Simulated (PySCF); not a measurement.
SMILES CCOB(OCC)OC[CH2] (C6H14BO3), doublet at its GFN2-xTB optimised geometry (Å):

```
24

C     -2.1278     2.6313     0.1763
C     -0.8529     1.8959     0.1614
O     -1.0831     0.5201     0.0000
B     -0.1978    -0.5123     0.0000
O      1.1730    -0.5123     0.0000
C      2.0702     0.5423    -0.2603
C      2.1413     0.8750    -1.7481
O     -0.8180    -1.7241     0.0080
C     -0.1032    -2.9442    -0.0110
C      0.4122    -3.3226     1.3731
H     -3.0485     2.0933     0.1009
H     -2.1211     3.6976     0.2770
H     -0.2991     2.0802     1.1043
H     -0.2059     2.2825    -0.6509
H      3.0485     0.1872     0.0847
H      1.8087     1.4366     0.3173
H      1.1637     1.1791    -2.1168
H      2.8532     1.6795    -1.9148
H      2.4574    -0.0013    -2.3085
H     -0.8109    -3.6976    -0.3722
H      0.7379    -2.8729    -0.7101
H      1.1183    -2.5709     1.7152
H     -0.4148    -3.3729     2.0764
H      0.9076    -4.2892     1.3331
```

Computed with PySCF with unrestricted B3LYP/def2-SVP.

Map of the log10 of the electron density (e/bohr³), floored at −4 on the plane z = 0.8 Å:

```
|                               |
|                               |
|         ...                   |
|       .:---:                  |
|      .:=++=-:                 |
|      :=+##*=-.                |
|     .-=*%%#+=-:.              |
|     :=+#%%#*++=-:.            |
|    .-+*#%@%###*+-::::.        |
|    .-+#%%%%%%@%*====-:.       |
|    .=+##%%%%@@%*++**+=:       |
|    .-=****#%@@%*+*##*+-:      |
|     :-===+*#%#*++*#%#+=-:     |
|      .:-=*#%%#+=+*###*+=-.    |
|        :=*#%%#*****###*+-.    |
|        .=+##%######****+-.    |
|         -=+*####%%%*+++=-.    |
|         :=+*####%%#*==--.     |
|         :=*#%##**#*+-:..      |
|         -+*%%%*++++=:.        |
|         :+*%%#**++=-.         |
|         :=+*##%##*+-:         |
|          :=+#%@@%#+=:         |
|          :-+#%@@%#+=:         |
|          .-+*%@@%#+=:         |
|          .-=+*#%%#*=:         |
|           :-=+*#%#+=:         |
|           .::-=***+-.         |
|             .:-===-:          |
|               .:::.           |
|                               |
```
Scale: ten equal steps from -4.00 (start of ' ') to -0.568 (end of '@'), in the order ' .:-=+*#%@'; x runs from -6.00 to 6.00, y from -6.00 (bottom) to 6.00 (top).
